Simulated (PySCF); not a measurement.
A series of related molecules.

All values: wB97X-D/def2-SVPD (PySCF) at GFN2-xTB geometries, gas phase, one conformer each. Core orbitals are frozen in the response; Δα² is half the sum of the squared differences of the principal polarisabilities.

Question: Rank by mean static polarisability, lowest first.
A. `C=C(C)[SiH2][C@@H](C)F`
B. `[C@H]([SiH2]C(=C)C)(F)C#C`
C. `C=C(C)[SiH2]CF`
D. `C=C(C)[SiH2][C@H](F)Cl`

Answer: C (11.36 Å³), A (13.00 Å³), D (13.31 Å³), B (14.32 Å³).

Question: Rank by polarisability anisotropy Δα, highest first.
A. `[CH2:1]=[C:2]([CH3:3])[SiH2:4][C@H:5]([F:6])[Cl:7]` with C1–C2–Si4–C5 9°, C2–Si4–C5–F6 -64°
B. `[CH2:1]=[C:2]([CH3:3])[SiH2:4][CH2:5][F:6]` with C1–C2–Si4–C5 120°, C2–Si4–C5–F6 67°
C. `[CH:1]#[C:2][C@H:3]([F:4])[SiH2:5][C:6](=[CH2:7])[CH3:8]` with C2–C3–Si5–C6 -66°, C3–Si5–C6–C7 -108°

Answer: C (5.31 Å³), A (5.00 Å³), B (3.26 Å³).

All values together:

| SMILES | change | formula | μ (D) | HOMO (eV) | LUMO (eV) | α (Å³) | Δα (Å³) | electrons | α per electron (Å³) |
| --- | --- | --- | --- | --- | --- | --- | --- | --- | --- |
| C=C(C)[SiH2]CF | parent | C4H9FSi | 1.33 | -9.42 | 1.54 | 11.36 | 3.26 | 56 | 0.203 |
| C#C[C@H](F)[SiH2]C(=C)C | H on C replaced by ethynyl | C6H9FSi | 2.41 | -9.34 | 1.29 | 14.32 | 5.31 | 68 | 0.211 |
| C=C(C)[SiH2][C@@H](C)F | H on C replaced by CH3 | C5H11FSi | 2.36 | -9.58 | 1.45 | 13.00 | 3.27 | 64 | 0.203 |
| C=C(C)[SiH2][C@H](F)Cl | H on C replaced by Cl | C4H8ClFSi | 2.77 | -9.72 | 1.33 | 13.31 | 5.00 | 72 | 0.185 |

Conformers: `[CH2:1]=[C:2]([CH3:3])[SiH2:4][CH2:5][F:6]` with C1–C2–Si4–C5 120°, C2–Si4–C5–F6 67°; `[CH:1]#[C:2][C@H:3]([F:4])[SiH2:5][C:6](=[CH2:7])[CH3:8]` with C2–C3–Si5–C6 -66°, C3–Si5–C6–C7 -108°; `[CH2:1]=[C:2]([CH3:3])[SiH2:4][C@@H:5]([CH3:6])[F:7]` with C1–C2–Si4–C5 11°, C2–Si4–C5–C6 71°; `[CH2:1]=[C:2]([CH3:3])[SiH2:4][C@H:5]([F:6])[Cl:7]` with C1–C2–Si4–C5 9°, C2–Si4–C5–F6 -64°.

Give the shifts from the parent, `C=C(C)[SiH2]CF`.

| SMILES | change in μ (D) | change in HOMO (eV) | change in LUMO (eV) | change in mean α (Å³) |
| --- | --- | --- | --- | --- |
| C#C[C@H](F)[SiH2]C(=C)C | +1.08 | +0.08 | -0.25 | +2.96 |
| C=C(C)[SiH2][C@@H](C)F | +1.03 | -0.16 | -0.09 | +1.64 |
| C=C(C)[SiH2][C@H](F)Cl | +1.44 | -0.30 | -0.21 | +1.95 |
